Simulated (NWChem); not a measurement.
# ZrH2F2; SMILES [F][ZrH2][F]

def2 effective core potentials on Zr; no spin-orbit coupling.

### Question
Give the equilibrium geometry at PBE0/def2-SVP with def2 effective core potentials on Zr (NWChem) as a Z-matrix, with the point group.

### Answer
point group C2v; any orientation.
```
Zr
F 1 1.8862
F 1 1.8862 2 114.22
H 1 1.8482 2 108.26 3 -120.69
H 1 1.8482 4 109.50 2 117.84
```
